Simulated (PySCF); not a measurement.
## Spinor energies of Ca (calcium, neutral)

Start: [Ar] 3d1 4s1; 3d5/2 filled at m_j = +5/2; 4s1/2 filled at m_j = +1/2. Calculated with PySCF 2.14 in x2c-SVPall-2c with one added diffuse shell of s type (6s5p2d, 31 functions): generalised Hartree-Fock with the X2C-1e Hamiltonian and a Gaussian nucleus; one run each with spin-orbit coupling (SO) switched off, then screened by Boettger's factors. This is a chosen level, not necessarily the ground level.

```csv
spinor shell,electrons,"ε, spin-free (eV)","ε, screened SO (eV)",weight of nominal j (screened SO),"rms radius, screened SO (bohr)"
1s1/2,2,-4080.7,-4080.7,1.000,0.0889
2s1/2,2,-458.32,-458.32,1.000,0.393
2p1/2,2,-368.06,-370.63,1.000,0.360
2p3/2,4,-368.06,-366.80,1.000,0.363
3s1/2,2,-58.747,-58.751,1.000,1.25
3p3/2,4,-33.972,-33.851,0.885,1.40
3p1/2,2,-33.972,-34.226,0.770,1.39
4s1/2,1,-5.214,-5.215,1.000,4.71
3d5/2,1,-3.067,-3.066,1.000,3.60
```

```json
{"quantity": "E (hartree)", "spin-free": "-679.44237", "screened SO": "-679.44485"}
{"quantity": "M_J", "spin-free": "3", "screened SO": "3"}
{"quantity": "⟨J²⟩", "spin-free": "12.002", "screened SO": "12.002"}
{"quantity": "⟨L²⟩", "spin-free": "6.001", "screened SO": "6.002"}
{"quantity": "⟨S²⟩", "spin-free": "2.001", "screened SO": "2.001"}
```

Each row is a mean over spinors that exchange with the open shell spreads, by up to 1.874 eV (3p3/2).

Rows whose weight is well below 1 are mixtures of j = l ± 1/2: exchange outweighs spin-orbit coupling there, and the label is only the starting occupation.

Without spin-orbit coupling the j labels of p, d and f shells carry no meaning; the spin-free column gives the mean over the occupied spinors of each nl shell.
